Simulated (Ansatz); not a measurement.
Consider the ligand exchange at the Si–N bond: `C=C=N[SiH2]Cl` + H–F → `F[SiH2]Cl` + `C=C=N`.

Computed with Ansatz on PBE0-D4/def2-TZVP structures; ΔE is electronic, products minus reactants. CCSD(T)/CBS is the MP2 limit (def2-TZVPP, def2-QZVPP) plus CCSD(T) − MP2 in def2-TZVPP, frozen cores. This one scheme is used for every species. DFT in def2-TZVPP. One conformer a species, not always the lowest.

```json
{"species": "`C=C=N[SiH2]Cl`", "ωB97X-V energy (Eh)": "-883.00989"}
{"species": "H–F", "ωB97X-V energy (Eh)": "-100.45411"}
{"species": "`F[SiH2]Cl`", "ωB97X-V energy (Eh)": "-850.77048"}
{"species": "`C=C=N`", "ωB97X-V energy (Eh)": "-132.72095"}
```

(1) Work out ΔE.

Largest T1 diagnostic among the species: 0.015.

Answers

(1) ΔE = (-850.77048) + (-132.72095) − (-883.00989) − (-100.45411) = -0.02743 Eh = -17.2 kcal/mol. CCSD(T)/CBS gives -15.8 kcal/mol.

In def2-TZVPP, CCSD(T) changes the Hartree–Fock value by +2.7 kcal/mol (the triples alone add +0.6 kcal/mol) and MP2 by +4.5 kcal/mol. The D4 term adds +2.2 kcal/mol with B3LYP and +1.3 kcal/mol with PBE0; it sums over pairs of atoms, weighted by their polarisabilities, and B3LYP, whose exchange is more repulsive, gets the larger term.

B3LYP here is the variant with VWN-RPA as its local correlation; programs differ in this.
